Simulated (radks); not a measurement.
The numbers below are computed, except where a source is named.
Q: The mean radii <r> (bohr) of the occupied orbitals of an atom or ion are listed with their occupations. Level of theory: scalar-relativistic Kohn-Sham, SCAN, spin-polarised, spherical densities, finite nucleus; meta-GGA in the generalised Kohn-Sham scheme; Fermi nuclear charge, rms radius of each element as measured or else 0.836 A^(1/3) + 0.57 fm (a radial shooting solver on a logarithmic mesh with Libxc functionals).

orbital  occ.      <r>
1s up       1  0.03263
1s down     1  0.03263
2s up       1   0.1416
2s down     1   0.1416
2p up       3   0.1235
2p down     3   0.1235
3s up       1   0.3817
3s down     1   0.3821
3p up       3   0.3792
3p down     3   0.3797
3d up       5   0.3532
3d down     4   0.3538

Name the element and its charge. Open shells, if any, are filled with parallel spins first.

A: Z = 45, rhodium, charge +18: Rh18+ in [Ar] 3d9. The 1s radius gives Z: for a bare nucleus <r> = (2 gamma + 1)/(2Z) with gamma = sqrt(1 - (Z/c)^2), 0.0321 bohr for Z = 45, and screening makes it slightly larger (0.03263 here). The occupations add up to 27, and the charge is Z minus that.
